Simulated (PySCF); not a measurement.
# Molecular orbitals of SrLi

BLYP at R = 3.623 Å; PySCF, scalar-relativistic core potentials, basis sets Sr def2-TZVP with ECP28, Li def2-TZVP. State: ²Σ⁺ (doublet), unpaired electrons σ ↑. Only the outer orbitals are listed, counted within each symmetry, core potentials removing the inner ones.

| spin | orbital | occ. | ε (eV) | on Sr (%) | main shells (%) |
| --- | --- | --- | --- | --- | --- |
| α | 1σ | 1 | -51.39 | 0 | 100 Li s |
| α | 2σ | 1 | -41.15 | 100 | 100 Sr s |
| α | 1π | 1 | -22.82 | 100 | 100 Sr p |
| α | 1π | 1 | -22.82 | 100 | 100 Sr p |
| α | 3σ | 1 | -22.74 | 100 | 100 Sr p |
| α | 4σ | 1 | -3.78 | 64 | 66 Sr s, 31 Li s |
| α | 5σ | 1 | -2.57 | 45 | 54 Li s, 22 Sr s, 17 Sr p |
| α | 2π | 0 | -1.45 | 63 | 37 Li p, 33 Sr d, 31 Sr p |
| α | 2π | 0 | -1.45 | 63 | 37 Li p, 33 Sr d, 31 Sr p |
| α | 6σ | 0 | -1.34 | 47 | 43 Sr d, 39 Li p, 14 Li s |
| β | 1σ | 1 | -51.25 | 0 | 100 Li s |
| β | 2σ | 1 | -41.11 | 100 | 100 Sr s |
| β | 1π | 1 | -22.79 | 100 | 100 Sr p |
| β | 1π | 1 | -22.79 | 100 | 100 Sr p |
| β | 3σ | 1 | -22.69 | 100 | 100 Sr p |
| β | 4σ | 1 | -3.61 | 77 | 76 Sr s, 18 Li s |
| β | 5σ | 0 | -2.07 | 52 | 48 Li s, 24 Sr p, 17 Sr s |
| β | 2π | 0 | -1.35 | 80 | 45 Sr d, 35 Sr p, 20 Li p |
| β | 2π | 0 | -1.35 | 80 | 45 Sr d, 35 Sr p, 20 Li p |

Task: Which are the highest filled and the lowest empty level, where do they sit, and how wide is the gap?

Result: Highest filled α 5σ at -2.57 eV (in %: 54 Li s, 22 Sr s, 17 Sr p); lowest empty β 5σ at -2.07 eV (in %: 48 Li s, 24 Sr p, 17 Sr s); the gap at BLYP is 0.50 eV.

- bond order (Mayer): 0.71
- ⟨S²⟩: 0.755
- charge on Sr (Mulliken, basis-dependent): 0.14
- charge on Sr (Löwdin, basis-dependent): 0.00
- dipole moment (positive dipole means Sr(−)Li(+)): -0.40 D

Spin–orbit coupling is left out. The state was picked by a PBE0 search and need not be the measured ground state.
